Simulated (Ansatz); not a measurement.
Geometry optimisation, Ansatz 0.2.0, UKS BLYP-D4/def2-SVP.

The input (input.yaml):

```yaml
crystal:
  periodic: [false, false, false]
  atoms:
    - { symbol: O, position_ang: [0.45855, 0.48627, -1.69601] }
    - { symbol: C, position_ang: [0.104, 0.67795, -0.54674] }
    - { symbol: Si, position_ang: [0.21136, -0.66319, 0.7723] }
    - { symbol: S, position_ang: [-0.69947, -2.20514, 1.64195] }
    - { symbol: H, position_ang: [-0.07444, 1.70411, -0.17151] }
magnetization:
  spin_polarized: true
  initial_magnetization: 1
basis:
  gaussian: { orbitals: def2-SVP }
hamiltonian:
  xc: blyp
  dispersion: d4
relax:
  f_tol: 0.015
  max_steps: 40
```

Command:

```bash
$ ansatz run input.yaml --threads 1 --pin off --max-ram 2048MiB --backend cpu --events-out ev --progress --plain --runs-dir out
```

Question: Where does it end, and by what steps?

Answer: The run converged. After 17 steps the energy has fallen by 0.433 eV; S4 moved furthest, 0.65 Å.

```csv
step,energy less start (eV),largest force component (eV/Å),accepted
0,0.0000,1.265,yes
1,-0.1224,0.932,yes
2,-0.2737,1.880,yes
3,-0.3303,1.980,yes
4,-0.3726,1.862,yes
5,-0.3900,1.513,yes
6,-0.3926,1.594,yes
7,-0.4220,0.615,yes
8,-0.4286,0.155,yes
9,-0.3794,0.737,no
10,-0.4219,0.344,no
11,-0.4313,0.059,yes
12,-0.4328,0.034,yes
13,-0.4328,0.030,yes
14,-0.4329,0.017,yes
15,-0.4330,0.022,yes
16,-0.4330,0.054,no
17,-0.4330,0.004,yes
```

```xyz
5
Properties=species:S:1:pos:R:3
O 0.402 0.421 -1.666
C 0.175 0.577 -0.493
Si 0.788 -0.742 0.962
S -0.945 -1.716 1.295
H -0.420 1.459 -0.098
```

Whether the end is a true minimum wasn't checked by a vibrational analysis.

The run took 56 s on 1 CPU thread of a shared host.
